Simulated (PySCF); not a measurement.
How methods differ on the excitation energy of Eu²⁺

Eu²⁺ [Xe] 4f7 (8S) → Eu²⁺ [Xe] 4f6 6s1 (8F), as a difference of total energies. Calculation: PySCF 2.14, in ANO-RCC-VTZP (8s7p5d3f2g1h, 104 functions); scalar relativity by spin-free X2C-1e. The calculations carry no spin-orbit coupling.

```tsv
method	excitation energy (cm⁻¹)
UHF	36395
r2SCAN0	51585
PBEsol	56705
```

The basis was made for the ground configuration and has no added diffuse functions, so the excitation energy can come out too high.
